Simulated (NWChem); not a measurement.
All runs are NWChem calculations. System: H4GeO2, charge 0, spin multiplicity 1, at a geometry optimised with PBE/def2-SVP. The structure started from a generated list of species. Level: MP2/def2-TZVPD, 11 core orbitals frozen.

NWChem printed:

```
             Northwest Computational Chemistry Package (NWChem) 7.3.0
             --------------------------------------------------------

                                NWChem Input Module
                                -------------------

 Scaling coordinates for geometry "geometry" by  1.889725989
 (inverse scale =  0.529177249)

 Turning off AUTOSYM since
 SYMMETRY directive was detected!

                             Geometry "geometry" -> ""
                             -------------------------

 Output coordinates in angstroms (scale by  1.889725989 to convert to a.u.)

  No.       Tag          Charge          X              Y              Z
 ---- ---------------- ---------- -------------- -------------- --------------
    1 Ge                  32.0000     0.00000000     0.00000000    -0.34239900
    2 O                    8.0000    -0.63905100    -1.33553600     0.67964700
    3 O                    8.0000     0.63905100     1.33553600     0.67964700
    4 H                    1.0000    -1.24030500     0.42763300    -1.16475700
    5 H                    1.0000     1.24030500    -0.42763300    -1.16475700
    6 H                    1.0000     0.07744900    -1.73742500     1.20596100
    7 H                    1.0000    -0.07744900     1.73742500     1.20596100

 Effective nuclear repulsion energy (a.u.)     217.0929344272

            Nuclear Dipole moment (a.u.)
            ----------------------------
        X                 Y               Z
 ---------------- ---------------- ----------------
     0.0000000000     0.0000000000    -0.0000151178

      Symmetry information
      --------------------

 Group name             C2
 Group number              4
 Group order               2
 No. of unique centers     4

      Symmetry unique atoms

     1    2    4    6


 Summary of "ao basis" -> "" (spherical)
 ------------------------------------------------------------------------------
       Tag                 Description            Shells   Functions and Types
 ---------------- ------------------------------  ------  ---------------------
 *                         def2-tzvpd                 on all atoms

 Summary of "ao basis" -> "ao basis" (spherical)
 ------------------------------------------------------------------------------
       Tag                 Description            Shells   Functions and Types
 ---------------- ------------------------------  ------  ---------------------
 Ge                        def2-tzvpd               18       54   7s5p5d1f
 O                         def2-tzvpd               14       40   6s4p3d1f
 H                         def2-tzvpd                5        9   3s2p

                                 NWChem SCF Module
                                 -----------------

  ao basis        = "ao basis"
  functions       =   170
  atoms           =     7
  closed shells   =    26
  open shells     =     0
  charge          =   0.00
  wavefunction    = RHF
  use symmetry    = T
  symmetry adapt  = T

 Summary of "ao basis" -> "ao basis" (spherical)
 ------------------------------------------------------------------------------
       Tag                 Description            Shells   Functions and Types
 ---------------- ------------------------------  ------  ---------------------
 Ge                        def2-tzvpd               18       54   7s5p5d1f
 O                         def2-tzvpd               14       40   6s4p3d1f
 H                         def2-tzvpd                5        9   3s2p

      Symmetry analysis of basis
      --------------------------

        a          88
        b          82

 Forming initial guess at       0.1s

      Superposition of Atomic Density Guess
      -------------------------------------

 Sum of atomic energies:       -2226.87441381

      Non-variational initial energy
      ------------------------------

 Total energy =   -2227.516182
 1-e energy   =   -3535.688374
 2-e energy   =    1091.079258
 HOMO         =      -0.388381
 LUMO         =       0.005750

      Symmetry analysis of molecular orbitals - initial
      -------------------------------------------------

  Numbering of irreducible representations:

     1 a           2 b
[...]
    66      0.219102  2 O  pz               106      0.219102  3 O  pz
    19     -0.153555  1 Ge pz                69      0.152110  2 O  pz
   109      0.152110  3 O  pz

 Vector   26  Occ=2.000000D+00  E=-4.686708D-01  Symmetry=b
              MO Center=  1.6D-13, -2.7D-13, -5.0D-01, r^2= 3.1D+00
   Bfn.  Coefficient  Atom+Function         Bfn.  Coefficient  Atom+Function
  ----- ------------  ---------------      ----- ------------  ---------------
    17      0.256368  1 Ge px               136     -0.207701  4 H  s
   145      0.207701  5 H  s                 20      0.205083  1 Ge px

 Vector   27  Occ=0.000000D+00  E= 5.863683D-02  Symmetry=a
              MO Center= -1.3D-14,  1.8D-14,  1.5D+00, r^2= 1.2D+01
   Bfn.  Coefficient  Atom+Function         Bfn.  Coefficient  Atom+Function
  ----- ------------  ---------------      ----- ------------  ---------------
     7      4.283144  1 Ge s                 60     -2.425344  2 O  s
   100     -2.425344  3 O  s                 72      1.107632  2 O  pz
   112      1.107632  3 O  pz                22      0.926164  1 Ge pz
    71     -0.738617  2 O  py               111      0.738617  3 O  py
    45     -0.710780  1 Ge d  0               6      0.693590  1 Ge s

 Vector   28  Occ=0.000000D+00  E= 8.118298D-02  Symmetry=b
              MO Center= -2.8D-14,  1.6D-14,  5.3D-01, r^2= 1.4D+01
   Bfn.  Coefficient  Atom+Function         Bfn.  Coefficient  Atom+Function
  ----- ------------  ---------------      ----- ------------  ---------------
    20      1.121762  1 Ge px                71      1.085561  2 O  py
   111      1.085561  3 O  py               137      0.519268  4 H  s
   146     -0.519268  5 H  s                155      0.520454  6 H  s
   164     -0.520454  7 H  s                 44     -0.500251  1 Ge d -1
   159     -0.429330  6 H  px               168     -0.429330  7 H  px

 Vector   29  Occ=0.000000D+00  E= 9.009272D-02  Symmetry=a
              MO Center= -1.1D-14, -2.3D-14, -1.9D+00, r^2= 9.2D+00
   Bfn.  Coefficient  Atom+Function         Bfn.  Coefficient  Atom+Function
  ----- ------------  ---------------      ----- ------------  ---------------
     7      3.412658  1 Ge s                 60     -2.465611  2 O  s
   100     -2.465611  3 O  s                  6      1.019305  1 Ge s
    22      0.889721  1 Ge pz               155      0.811975  6 H  s
   164      0.811975  7 H  s                 45      0.677517  1 Ge d  0
   137     -0.597966  4 H  s                146     -0.597966  5 H  s

 center of mass
 --------------
 x =   0.00000000 y =   0.00000000 z =  -0.05991725

 moments of inertia (a.u.)
 ------------------
         330.361209919308         -92.712723044212           0.000000000000
         -92.712723044212         161.325226698105           0.000000000000
           0.000000000000           0.000000000000         284.574763928456

  Mulliken analysis of the total density
  --------------------------------------

    Atom       Charge   Shell Charges
 -----------   ------   -------------------------------------------------------
    1 Ge  32    31.36   2.00  2.00  1.16  0.80  0.71  0.55 -0.02  5.98  4.43  1.57  1.21  0.52  8.94  1.10  0.14  0.18 -0.00  0.08
    2 O    8     8.68   0.79  1.18  0.56  0.96  0.29 -0.02  1.83  2.07  0.97  0.02  0.00  0.02  0.00  0.00
    3 O    8     8.68   0.79  1.18  0.56  0.96  0.29 -0.02  1.83  2.07  0.97  0.02  0.00  0.02  0.00  0.00
    4 H    1     0.96   0.23  0.56  0.17  0.01 -0.01
    5 H    1     0.96   0.23  0.56  0.17  0.01 -0.01
    6 H    1     0.67   0.24  0.34  0.05  0.05 -0.00
    7 H    1     0.67   0.24  0.34  0.05  0.05 -0.00

       Multipole analysis of the density wrt the origin
       ------------------------------------------------

     L   x y z        total         open         nuclear
     -   - - -        -----         ----         -------
     0   0 0 0      0.000000      0.000000     52.000000

     1   1 0 0     -0.000000      0.000000      0.000000
     1   0 1 0     -0.000000      0.000000      0.000000
     1   0 0 1     -0.083414      0.000000     -0.000015

     2   2 0 0    -24.417835      0.000000     34.363954
     2   1 1 0     -4.511679      0.000000     44.015851
     2   1 0 1     -0.000000      0.000000      0.000000
     2   0 2 0    -22.875261      0.000000    124.778464
     2   0 1 1     -0.000000      0.000000      0.000000
     2   0 0 2    -20.920972      0.000000     59.866425

                   NWChem MP2 Semi-direct Energy/Gradient Module
                   ---------------------------------------------

  Basis functions       =    170
  Molecular orbitals    =    170
  Frozen core           =     11
  Frozen virtuals       =      0
  Active alpha occupied =     15
  Active beta occupied  =     15
  Active alpha virtual  =    144
  Active beta virtual   =    144
  Use MO symmetry       = T
  Use skeleton AO sym   = T

  AO/Fock/Back tols     =   1.0D-09  1.0D-09  1.0D-09

 GA uses MA = F    GA memory limited = T

 Available:
  local mem=  1.26D+08
 global mem=  1.44D+08
 local disk=  0.00D+00
  mp2_memr nvloc                   144
  nvloc new                   144
   1 passes of  15:        5242880                     166912                 105281602.
   1 passes of  15: M    126144672           G      144121400           F     120901792.

 Semi-direct pass number   1 of   1  for RHF alpha+beta  at       13.6s
  vrange nnbf                 14329
  mp2_eaftype                   401  avail_ma_in_mb                  1099
 EAF : mp2_eaftype filesize         401   52640801.
  mp2_eaf for mointskh                    401
Node 0 wrote    247.6 Mb in      0.0 s     Agg I/O rate:  8010.1 Mb/s
 Done moints_semi at       23.4s
  mp2_eaftype                   401  avail_ma_in_mb                   698
 EAF : mp2_eaftype filesize         401   52640801.
  mp2_eaf for kh                   401
 Done maket at       23.8s
 Done multipass loop at       23.8s

          -------------------------------------------
          SCF energy               -2227.537397975062
          Correlation energy          -0.745202378608
          Singlet pairs               -0.447379830158
          Triplet pairs               -0.297822548450
          Total MP2 energy         -2228.282600353671
          -------------------------------------------

          ---------------------------------------------------
                    Spin Component Scaled (SCS) MP2
          Same spin pairs                     -0.198548365633
          Same spin scaling factor             0.333333333333
          Opposite spin pairs                 -0.546654012975
          Opposite spin scaling fact.          1.200000000000
          SCS-MP2 correlation energy          -0.722167604114
          Total SCS-MP2 energy             -2228.259565579177
          ---------------------------------------------------

 -----------------------
 Performance information
 -----------------------

 Timer overhead =  1.19D-07 seconds/call

               Nr. of calls         CPU time (s)                 Wall time (s)                GFlops
             ---------------    -------------------     ------------------------------   -------------------
Name         Min   Avg   Max    Min     Avg     Max     Min     Avg     Max   Mx/calls   Min     Max     Sum
mp2: moin     1     1     1    9.8     9.8     9.8      9.8     9.8     9.8     9.8      0.0     0.0     0.0
mp2: make     1     1     1   0.41    0.41    0.41     0.41    0.41    0.41    0.41      0.0     0.0     0.0
mp2: tota     1     1     1    10.     10.     10.      10.     10.     10.     10.      0.0     0.0     0.0

 The average no. of pstat calls per process was 3.00D+00
 with a timing overhead of 3.56D-07s

 Task  times  cpu:       23.8s     wall:       23.8s

 Total times  cpu:       23.8s     wall:       23.8s
```

Problem. Write an NWChem input that would produce this output.

Solution. One answer among several that fit: 
```
start mol
memory heap 200 mb stack 900 mb global 1100 mb
geometry units angstroms nocenter noautoz
  Ge     0.000000     0.000000    -0.342399
  O     -0.639051    -1.335536     0.679647
  O      0.639051     1.335536     0.679647
  H     -1.240305     0.427633    -1.164757
  H      1.240305    -0.427633    -1.164757
  H      0.077449    -1.737425     1.205961
  H     -0.077449     1.737425     1.205961
  symmetry group C2
end
basis spherical
  * library def2-tzvpd
end
scf
  rhf
  nopen 0
  maxiter 100
  thresh 1e-7
  semidirect memsize 60000000 filesize 0
end
mp2
  freeze core 11
end
task mp2 energy
```
